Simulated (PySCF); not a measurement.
CH2NO, SMILES [C](N)=O, multiplicity 2.

The structure is a stationary point at TPSSh-D3(BJ)/def2-TZVP. The isomer is the one that the SMILES or the coordinates give; other isomers of the formula were not compared. The values are those of a single conformer.

Two levels are set side by side: PBE/def2-TZVPD (PySCF) and r2SCAN/def2-TZVPD (PySCF). Same geometry, gas phase. Differences are taken from unrounded values.

| quantity | r2SCAN | PBE | PBE minus r2SCAN |
|---|---|---|---|
| α-spin orbital gap (eV) | 4.68 | 4.03 | -0.65 |
| β-spin orbital gap (eV) | 4.98 | 4.18 | -0.80 |
| dipole moment (D) | 3.70 | 3.56 | -0.14 |
| mean polarisability (bohr³) | 27.7 | 29.4 | 1.8 |

Rough cost on one machine, each run with all the roots and properties that it gave: r2SCAN against PBE about 3 times.
